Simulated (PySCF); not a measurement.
Si(H)2(Me)2 (C2H8Si), SMILES [SiH2](C)C.

Geometry: r2SCAN-D4/def2-SVP. The isomer is the one that the SMILES or the coordinates give; other isomers of the formula were not compared.

Method: PBE0/def2-TZVPD in PySCF.

Symmetry labels are those of the subgroup C2v that the program uses (full group C2v).

Computed valence orbital energies around the gap with their symmetry:
```csv
orbital,symmetry,energy (eV)
HOMO−7,A1,-13.84
HOMO−6,B2,-11.65
HOMO−5,A1,-11.55
HOMO−4,B1,-11.06
HOMO−3,A2,-11.06
HOMO−2,B2,-8.95
HOMO−1,A1,-8.91
HOMO,B1,-8.82
LUMO,A1,0.31
LUMO+1,B1,0.56
LUMO+2,A1,0.99
LUMO+3,A1,1.53
```
